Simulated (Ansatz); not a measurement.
Ideal-gas functions of FGaHI, SMILES `[F][GaH][I]` at 500 K and 1 bar, from an Ansatz frequency run at PBE0-D4/def2-TZVP.

Molar mass 216.63 g/mol, point group Cs (symmetry number 1), electronic degeneracy 1, moments of inertia 35.132, 380.78, 415.912 u Å². Harmonic wavenumbers (cm⁻¹, unscaled): 139, 263, 438, 584, 690, 2051.

Use S(trans) = R[1.5 ln M + 2.5 ln T − 1.1517]; rotational temperatures θ = 24.2544 K / I; S(rot) = R[ln(√π/σ · √(T³/θAθBθC)) + 1.5]; for each mode x = 1.438777 ν̃/T, S = R[x/(eˣ − 1) − ln(1 − e⁻ˣ)] and H = RT x/(eˣ − 1); 1 cm⁻¹ = 0.0119627 kJ/mol; R = 8.31446 J/(mol·K).

Problem. By hand: the entropy, in J/(mol·K).

Solution. Translation 186.7. Rotation: θ = 0.6904, 0.0637, 0.0583 K, giving 119.5. Vibration, mode by mode: 15.99, 10.83, 6.92, 4.91, 3.86, 0.16, in all 42.7. Electronic 0.0. Sum 348.9 J/(mol·K).

Problem. By hand: H − E and G − E in kJ/mol, counted from the electronic energy.

Solution. Zero-point energy ½ × 4165 × 0.0119627 = 24.9; thermal vibration 11.2; translation, rotation and pV give 4 RT = 16.6. H − E = 52.7 kJ/mol, and G − E = 52.7 − 500 × 348.9/1000 = -121.7 kJ/mol.

Vibration gives 12 % of the entropy, 16.0 J/(mol·K) of it from the mode under 150 cm⁻¹: soft modes count most, and the harmonic formula is weakest for them.
